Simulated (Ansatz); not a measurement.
A single point on CH₅NOSSi.

```yaml
crystal:
  periodic: [false, false, false]
  atoms:
    - {symbol: O, position_ang: [-0.538861, -1.438804, 1.936781]}
    - {symbol: C, position_ang: [-0.510723, -0.438110, 1.066316]}
    - {symbol: N, position_ang: [-0.093208, -0.589703, -0.122096]}
    - {symbol: Si, position_ang: [-0.325498, 0.656190, -1.609058]}
    - {symbol: S, position_ang: [1.759367, 1.348408, -1.656098]}
    - {symbol: H, position_ang: [-0.855478, -1.133871, 2.793401]}
    - {symbol: H, position_ang: [-0.877108, 0.539451, 1.372253]}
    - {symbol: H, position_ang: [0.260235, -1.517373, -0.338660]}
    - {symbol: H, position_ang: [-0.778480, 1.689291, -0.577889]}
    - {symbol: H, position_ang: [2.042853, 0.833423, -2.861950]}
basis:
  gaussian: {orbitals: def2-QZVPP}
correlation: {method: mp2}
```

```sh
$ ansatz run in.yaml --threads 4 --pin off --events-out ev --progress --plain --max-ram 10444MiB
```

Shortened log:

```
Functional definition: HF
2772 factors; integrals over basis functions are off by at most 1.0e-3 eV
mean field evaluation 1: about -23307.3233 eV, gradient 3.8e1 eV
mean field evaluation 2: about -23307.5000 eV, gradient 3.8e1 eV
mean field evaluation 4: about -23311.0195 eV, gradient 4.4e0 eV
mean field evaluation 8: about -23311.1081 eV, gradient 4.6e-1 eV
mean field evaluation 16: about -23311.1099 eV, gradient 1.2e-6 eV
mean field -23311.10988097 eV, -856.6674872878 hartree, gradient 1.2e-6 eV, S^2 0.000000; 0 other end points of the search recorded, 0 dependent functions left out
13 core orbitals not correlated: weight in the atoms' cores, before any rotation towards them, 1.000 or more for the frozen orbitals, at most 0.000 for the correlated occupied ones
reference -23311.10988097 eV, -856.6674872878 hartree; 15, 15 occupied and 433, 433 virtual orbitals, 2772 factors
second order -26.28165173 eV of doubles, -0.00000000 eV of singles
Total energy: -23337.39153269 eV, -857.6333201744 hartree
```

It took 21 s on 4 threads of an Arm Neoverse V1 on a shared host, with 2.6 GiB of host memory at the peak.
